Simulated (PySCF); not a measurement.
**Germanium: a sound run and one with changed settings**

Sound run: Ge [Ar] 3d10 4s2 4p2, Ge+ [Ar] 3d10 4s2 4p1. Calculation: PySCF 2.14, in jorge-DZP-DKH; the spin-free X2C one-electron Hamiltonian (Gaussian nucleus). In the sound run the correlated levels freeze [Ar] 3d10. The sound run starts from symmetry-adapted Hartree-Fock orbitals and uses a fine grid where one is needed.

Changed run: initial guess atom, at most 50 SCF cycles.

| species | method | sound run (hartree) | changed run (hartree) | converged |
| --- | --- | --- | --- | --- |
| Ge | UHF | -2096.93259 | -2096.93259 | yes |
| Ge | PBE0 | -2098.33581 | -2098.33581 | yes |
| Ge | CCSD(T) | -2096.96385 | -2096.96385 | yes |
| Ge+ | B3LYP | -2098.36605 | -2098.36605 | yes |
| Ge+ | MP2 | -2096.68680 | -2096.68680 | yes |

Here the plain start reaches the same solutions.
